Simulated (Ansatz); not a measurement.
Ansatz (an electronic-structure program) input (RI-MP2/aug-cc-pVTZ):
A basis named .json is the Basis Set Exchange file of that set.

Ansatz 0.2 input:
```yaml
crystal:
  periodic: [false, false, false]
  atoms:
    - {symbol: C, position_ang: [1.45643146, -0.50755150, 1.22617381]}
    - {symbol: Ge, position_ang: [0.00000000, 0.00000000, 0.00000000]}
    - {symbol: C, position_ang: [-1.64092924, 0.34263018, 1.03549946]}
    - {symbol: C, position_ang: [-0.32340924, -1.46476281, -1.27756788]}
    - {symbol: C, position_ang: [0.50790702, 1.62968413, -0.98410538]}
    - {symbol: H, position_ang: [1.65054592, 0.29202530, 1.94226373]}
    - {symbol: H, position_ang: [2.37486162, -0.70160146, 0.67063901]}
    - {symbol: H, position_ang: [1.19352407, -1.40916825, 1.78093070]}
    - {symbol: H, position_ang: [-2.45999761, 0.62549898, 0.37300379]}
    - {symbol: H, position_ang: [-1.48151791, 1.15173250, 1.74945305]}
    - {symbol: H, position_ang: [-1.93853976, -0.54946105, 1.58812002]}
    - {symbol: H, position_ang: [-1.12771599, -1.20214422, -1.96597939]}
    - {symbol: H, position_ang: [-0.60625814, -2.37710425, -0.75086316]}
    - {symbol: H, position_ang: [0.57507941, -1.66953746, -1.86115485]}
    - {symbol: H, position_ang: [-0.28708558, 1.92697322, -1.66922890]}
    - {symbol: H, position_ang: [1.41570983, 1.45957997, -1.56440436]}
    - {symbol: H, position_ang: [0.69139413, 2.45320673, -0.29277964]}
basis:
  gaussian:
    orbitals: aug-cc-pVTZ
    fitting: {mean_field: def2-universal-jkfit, correlation: aug-cc-pVTZ-RIFIT.json}
magnetization: {spin_polarized: false}
correlation: {method: mp2, electrons: outside_noble_gas}
```

Output:

```
Functional definition: HF
integrals: 1.40 GiB planned
782 factors; integrals over basis functions are off by at most 9.1e-1 eV
1.47 GiB of device memory are held for the factors and their scratch space
mean field: 2.84 GiB planned
mean field evaluation 1: about -60782.9503 eV, gradient 4.8e1 eV
mean field evaluation 2: about -60787.9475 eV, gradient 1.9e1 eV
mean field evaluation 4: about -60788.8527 eV, gradient 8.5e-1 eV
mean field evaluation 8: about -60788.8558 eV, gradient 1.1e-6 eV
mean field -60788.85578475 eV, -2233.9492459232 hartree, gradient 1.1e-6 eV, S^2 0.000000; 0 other end points of the search recorded, 0 dependent functions left out
18 core orbitals not correlated
1167 factors; their error is unknown
reference -60788.85578475 eV, -2233.9492459232 hartree; 16, 16 occupied and 485, 485 virtual orbitals, 1167 factors
second order -23.36463609 eV of doubles, -0.00000000 eV of singles
Total energy: -60812.22042084 eV, -2234.8078804625 hartree
```
